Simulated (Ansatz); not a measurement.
Born–Oppenheimer molecular dynamics of AlClH4N2 (8 atoms, charge 0, multiplicity 1). It starts from a relaxed structure.

Level of theory: RKS PBE-D4/def2-SVP (Ansatz 0.2.0).

```yaml
ensemble: NVT, Langevin thermostat
time_step: 0.5 fs
steps_asked: 500
set_temperature: 700 K
friction: 0.05 /fs
seed: 981396
```

First frame:

```xyz
8
Properties=species:S:1:pos:R:3
Al -0.003 0.026 -0.076
Cl -0.014 0.137 2.042
N 1.562 0.101 -0.914
H 1.707 0.057 -1.924
H 2.458 0.195 -0.433
N -1.558 -0.137 -0.918
H -2.459 -0.180 -0.439
H -1.693 -0.199 -1.928
```

How far do the bonds stretch over the last three quarters of this one trajectory? (Pairs bonded in most of those frames.)


| bond | mean (Å) | spread (Å) | shortest | longest |
| --- | --- | --- | --- | --- |
| Al1–Cl2 | 2.130 | 0.066 | 2.02 | 2.25 |
| Al1–N3 | 1.794 | 0.064 | 1.67 | 1.96 |
| Al1–N6 | 1.795 | 0.050 | 1.70 | 1.88 |
| N3–H4 | 1.032 | 0.023 | 0.97 | 1.09 |
| N3–H5 | 1.035 | 0.045 | 0.94 | 1.16 |
| N6–H7 | 1.032 | 0.032 | 0.95 | 1.12 |
| N6–H8 | 1.031 | 0.036 | 0.94 | 1.14 |

Mean temperature of the second half: 707 K. A run of 0.25 ps of so small a system gives no equilibrium averages.

Time of the run: 7.8 min on 2 threads of Arm Neoverse V2 (shared host), peak memory 0.12 GiB.
